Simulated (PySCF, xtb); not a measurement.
C4H6OS, SMILES C=C1O[C@@H](C)S1.

GFN2-xTB (xtb 6.7.1) at its own geometry gives an orbital gap of 3.16 eV and a dipole moment of 1.56 D.

The structure is a stationary point at B3LYP-D3(BJ)/def2-SVP. The structure was generated by enumeration; whether it is a known compound was not checked.

Problem. What does PySCF with CAM-B3LYP/def2-TZVP give? (Estimate from the structure and the level; the computed values follow.)

Solution. gap 7.95 eV (levels -7.49 and 0.46 eV), dipole 1.78 D.
